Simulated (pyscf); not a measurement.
# F–C•(F)–C(F)(F)–F (SMILES F[C](F)C(F)(F)F), doublet

Gas-phase minimum from PySCF at ωB97X-D3(BJ)/def2-SVP, one conformer. Other isomers of F–C•(F)–C(F)(F)–F were not searched in full and may lie lower. 

SMILES: [C](F)(F)C(F)(F)F
```xyz
7

F      0.6813     1.1976    -2.1112
C      0.5653     1.4329    -0.8207
F      1.7338     1.5293    -0.2214
C     -0.4224     0.5246    -0.1127
F     -0.5485     0.9000     1.1578
F     -0.0151    -0.7524    -0.1340
F     -1.6074     0.5932    -0.7145
```
Charge 0, spin multiplicity 2.

Bond lengths (Å): F1–C2 1.317, C2–F3 1.317, C2–C4 1.517, C4–F5 1.331, C4–F6 1.341, C4–F7 1.331. Angles (°): F1–C2–F3 112.4, F1–C2–C4 114.1, F3–C2–C4 114.2, C2–C4–F5 109.8, C2–C4–F6 111.4, C2–C4–F7 109.7, F5–C4–F6 108.2, F5–C4–F7 109.4, F6–C4–F7 108.2.

Properties at ωB97X-D3(BJ)/def2-SVP:

```
Item                                                                                                                                                                                               Result
---------------------------------------------------------------------------------------------------------------------  ----------------------------------------------------------------------------------
Harmonic wavenumbers, unscaled                                                                                         55, 208, 221, 371, 426, 523, 598, 619, 713, 851, 1178, 1253, 1302, 1358, 1475 cm⁻¹
Zero-point energy                                                                                                                                                                           15.9 kcal/mol
Rotational symmetry number                                                                                                                                                                              1
Entropy of this conformer at 298 K and 1 atm, rigid rotor and harmonic oscillator, modes under 100 cm⁻¹ raised to 100                                                                     336.4 J/(mol K)
Dipole moment                                                                                                                                                                                      0.45 D
Spin expectation value S2                                                                                                                                                                           0.752
```

Single-point totals, which compare only within one level:

```csv
level,total energy (hartree)
ωB97X-D3(BJ)/def2-TZVP,-575.66967
PBE/def2-TZVP,-575.06575
r²SCAN/def2-TZVP,-575.38176
B3LYP-D3(BJ)/def2-TZVP,-575.61909
PBE0-D3(BJ)/def2-TZVP,-575.06460
M06-2X/def2-TZVP,-575.41989
ωB97M-D3(BJ)/def2-TZVP,-575.72125
```

Soft torsions are taken as harmonic, which can shift the entropy by several J/(mol K).
